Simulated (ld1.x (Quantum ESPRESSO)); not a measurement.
**chlorine (Cl): one change to a PAW potential, before and after**

ld1.x (Quantum ESPRESSO) 7.5 input, shortened:

```
&input
   title='Cl', zed=17., rel=1, dft='PBE', iswitch=3,
   config='[Ne] 3s2 3p4.75'
 /
 &inputp
   pseudotype=3, lpaw=.true., tm=.true., lloc=-1, rcloc=1.25,
   nlcc=.true., rcore=0.85,
   which_augfun='PSQ', rmatch_augfun_nc=.true.
 /
4
3S  1  0   2.00   0.00  1.25  1.35  0.0
3S  1  0   0.00  -0.90  1.25  1.35  0.0
3P  2  1   4.75   0.00  1.20  1.50  0.0
3P  2  1   0.00   0.10  1.20  1.50  0.0
 &test
   configts(1)='3s2 3p4.75'
 /
```

Change: core correction a·sin(br)/r model core, default radius (ld1.x builds one for every PAW set, though the input has nlcc=.false.).

Cutoffs: the cutoffs (Ry, on a coarse ladder) from which the occupation-weighted sum of valence levels, in a spherical-Bessel basis at the reference potential, stays within 10 and 1 mRy of its value at 400 Ry; they do not see the model core or the augmentation charge, which bear on the density cutoff. Errors are all-electron minus pseudo energies relative to the spin-unpolarised reference configuration.

What does the change do?

The potential gets neither clearly harder nor softer (25 Ry and 40 Ry → 25 Ry and 40 Ry); of the 7 tests that both files solve, the error grows in 0 and shrinks in 2 by more than 15 % and 0.3 meV (median size 1.4 → 1.0 meV); neither file shows a bound ghost. A model core, the more so a compact one, raises the density cutoff, which this test does not measure.

| quantity | base | changed |
| --- | --- | --- |
| cutoff, loose | 25 Ry | 25 Ry |
| cutoff, tight | 40 Ry | 40 Ry |
| bound ghosts | none | none |
| error for 3s2 3p5, meV [ΔE -2.47 eV] | +0.2 | +0.2 |
| error for 3s2 3p4, meV [ΔE 11.41 eV] | -1.4 | -1.0 |
| error for 3s2 3p3, meV [ΔE 36.86 eV] | -7.3 | -6.1 |
| error for 3s1 3p6, meV [ΔE 9.69 eV] | -0.3 | -0.4 |
| error for 3s2 3p4.5, meV [ΔE 3.12 eV] | -0.3 | -0.2 |
| error for 3s1 3p5, meV [ΔE 24.12 eV] | -2.0 | -1.7 |
| error for 3s2 3p1, meV [ΔE 127.41 eV] | -77 | -70 |
| s: phases at 1.65 bohr within 0.05 rad from the reference energy up to (Ry; the scan ends near 5) | to the end of the scan | to the end of the scan |
| p: phases at 1.65 bohr within 0.05 rad from the reference energy up to (Ry; the scan ends near 5) | to the end of the scan | to the end of the scan |
| lowest overlap eigenvalue by channel | s 0.43, p 0.78 | s 0.43, p 0.78 |
